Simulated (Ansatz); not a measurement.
Mo₃. The state is a triplet with charge 0. Geometry PBE-D4/def2-TZVPD, that of the charge -1 doublet; atoms count from 1.

Cartesian coordinates in Å:
```
Mo 0.865 -0.932 -0.269
Mo -0.352 0.900 -0.870
Mo -0.514 0.032 1.139
```

In the def2 sets Mo takes a core potential; there is no spin–orbit coupling. The charge 0 triplet is spin-contaminated (final ⟨S²⟩ up to 2.86, 2.00 for a pure state). The structure comes from a short search, and lower isomers may exist.

(1) Estimate the Mulliken populations from the PBE0/def2-TZVPD orbitals of Ansatz.

(2) Where does the spin sit?

(3) And the Mayer bond orders between bonded heavy atoms (over 0.3)?

## Answers

(1) 
| atom | charge (e) | spin (α − β) | d electrons |
| --- | --- | --- | --- |
| Mo1 | 0.00 | 2.01 | 4.98 |
| Mo2 | 0.00 | 2.01 | 4.98 |
| Mo3 | 0.01 | -2.02 | 4.88 |
Mulliken values and Mayer orders depend strongly on the basis. With diffuse functions, as here, like atoms can get unlike values, and bond orders can come out too low or too high.

(2) Summed by element: Mo 2.00, of 2 unpaired in all. Largest on single atoms: Mo3 -2.02, Mo2 2.01, Mo1 2.01.

(3) Mo1–Mo2 2.11 (2.28 Å); Mo1–Mo3 2.52 (2.19 Å); Mo2–Mo3 2.51 (2.19 Å).
